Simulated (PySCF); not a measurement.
Molecule: `FB(F)F`, BF₃.

Cartesian coordinates in Å; atom numbers follow the order of the lines, from 1:
```xyz
4

F     1.1776   -0.6392    0.0713
B     0.0262   -0.0202   -0.0191
F    -1.0850   -0.7112   -0.0929
F    -0.0150    1.2896   -0.0354
```

Geometry PBE0-D3(BJ)/def2-SVP throughout; GIAO in PySCF 2.14.0 with density-fitted response routines, gas phase, one conformer, non-relativistic; equivalent atoms averaged; functional PBE0.

(1) How do the absolute shieldings σ depend on the basis set? (ppm; last column core-seconds on shared hosts with different chips, so compare them loosely)

(2) Which nucleus moves most, in ppm?

(3) Taking the largest basis, pcSseg-3 (288 functions), as the yardstick, rank the others by their worst heavy-atom deviation.

Results:

(1) 
```
    basis set  functions  F1/F3/F4     B2  core-s
       STO-3G         20     354.5  125.0     0.5
        6-31G         36     296.8  103.7     0.9
     pcSseg-0         36     293.3   93.8       1
       6-31G*         56     318.2  104.2     1.3
     def2-SVP         56     317.6  101.9     1.3
      cc-pVDZ         56     312.8  105.2     1.5
     pcSseg-1         68     300.6   89.1     1.9
  aug-cc-pVDZ         92     317.0  105.1     2.4
6-311+G(2d,p)        108     308.4   91.6     2.6
      cc-pVTZ        120     307.2   93.0     3.3
    def2-TZVP        124     307.0   93.1     3.2
     IGLO-III        140     306.4   90.0     3.7
     pcSseg-2        144     306.5   89.1     6.7
     pcSseg-3        288     307.1   88.4      14
```

(2) F1/F3/F4 (fluorine bonded to B): from 293.3 ppm with pcSseg-0 to 354.5 ppm with STO-3G. The smallest spread is 36.6 ppm, at B2.

(3) pcSseg-2 0.7 ppm (144 functions), IGLO-III 1.6 ppm (140 functions), 6-311+G(2d,p) 3.2 ppm (108 functions), cc-pVTZ 4.6 ppm (120 functions), def2-TZVP 4.7 ppm (124 functions), pcSseg-1 6.5 ppm (68 functions), def2-SVP 13.5 ppm (56 functions), pcSseg-0 13.8 ppm (36 functions), 6-31G 15.3 ppm (36 functions), 6-31G* 15.8 ppm (56 functions), aug-cc-pVDZ 16.7 ppm (92 functions), cc-pVDZ 16.7 ppm (56 functions), STO-3G 47.4 ppm (20 functions).

A small basis that lands close on one nucleus may do so by chance; judge by the trend and by all nuclei.
